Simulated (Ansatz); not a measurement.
Two isomers of C3H6OSi: A = `CC1[SiH2]C1=O`, B = `C=C1[SiH2]C1O`.

Computed with Ansatz on PBE0-D4/def2-TZVP structures; ΔE is electronic, products minus reactants. CBS: MP2 limit from def2 TZ/QZ plus the TZ coupled-cluster correction, frozen cores. DFT in def2-TZVPP. B3LYP here is the variant with VWN-RPA as its local correlation; programs differ in this. Each species was taken in one conformer, which may not be the lowest.

Q: Which is lower in electronic energy at CCSD(T)/CBS, and by how much? (Estimate.)

A: Ansatz gave: A, by 110.2 kJ/mol.

Q: Give E(B) − E(A) in kJ/mol with B3LYP-D4, MP2/def2-TZVPP, ωB97M-V, PBE0-D4, CCSD/def2-TZVPP, B3LYP, HF/def2-TZVPP. (Estimate.)

A: Ansatz gave: B3LYP-D4 103.8, MP2/def2-TZVPP 119.6, ωB97M-V 126.8, PBE0-D4 115.0, CCSD/def2-TZVPP 125.7, B3LYP 108.7, HF/def2-TZVPP 161.2. None reverses the order clearly.

Largest T1 diagnostic: 0.023.

From PBE to PBE0 (25 % exact exchange), in def2-TZVPP and without D4, E(B) − E(A) moves by +16.6 kJ/mol. In def2-TZVPP, CCSD(T) changes the Hartree–Fock value by −50.2 kJ/mol (the triples alone add −14.7 kJ/mol) and MP2 by −41.6 kJ/mol.
